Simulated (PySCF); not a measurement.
Compound: C5H7ClF2Si.
SMILES with atom numbers: `[F:1][C@H:2]([Cl:3])[CH:4]=[C:5]1[CH2:6][SiH:7]([F:8])[CH2:9]1`

Definitions: NICS(0) = −σiso at the ring centroid; NICS(1) = −σiso and NICS(1)zz = −σzz at ±1 Å along the ring normal z. Level: GIAO PBE0/pcSseg-1 (PySCF, non-relativistic, gas phase) on the GFN2-xTB geometry, one conformer.

Ring bond lengths (Å), with Mayer bond orders in brackets: C5–C6 1.511 (1.00), C6–Si7 1.912 (0.89), Si7–C9 1.912 (0.90), C9–C5 1.510 (1.00).

Task: Give the NICS values of each ring in ppm.

Result: 
```
        ring                                              type  NICS(0)  NICS(1), two faces  NICS(1)zz, two faces  rms pucker (Å)  centre to ring atoms, mean (Å)
C5–C6–Si7–C9  4-membered ring with Si; formal bonds all single      4.2         -0.2 / -2.2             5.1 / 2.0            0.02                            1.21
```

Task: What do they say, and how far can they be read as aromaticity?

Result: 
- C5–C6–Si7–C9: mean NICS(1)zz 3.5 ppm, deshielded. C6, Si7, C9 have four or more neighbours, so the value isn't read as a sign of a π ring current. The two faces differ by 3.1 ppm, so no symmetry operation interchanges them. NICS(0) lies 5 ppm above the mean NICS(1).

Task: At the first NICS(1) probe listed for ring C5–C6–Si7–C9, 1 Å off the ring, what do the in-plane components average?

Result: The isotropic value is a third of the trace: (3 × -0.2 − (5.1))/2 = -2.8 ppm.

Task: What are the shieldings of the ring atoms and their hydrogens in the same run (means over atoms taken as equivalent)?

Result: 
```
   atoms                      environment  σ isotropic (ppm)
      C5  fully substituted alkene carbon               38.7
      C6      sp3 carbon bound to silicon              156.3
     Si7           fluorine-bound silicon              329.6
      C9      sp3 carbon bound to silicon              152.5
 H on C6               methylene hydrogen              29.30
 H on C6               methylene hydrogen              29.13
H on Si7                    Si–H hydrogen              26.02
 H on C9               methylene hydrogen              29.19
 H on C9               methylene hydrogen              28.86
```

The values belong to the conformer `[F:1][C@H:2]([Cl:3])[CH:4]=[C:5]1[CH2:6][SiH:7]([F:8])[CH2:9]1`: F1–C2–C4–C5 -155°.
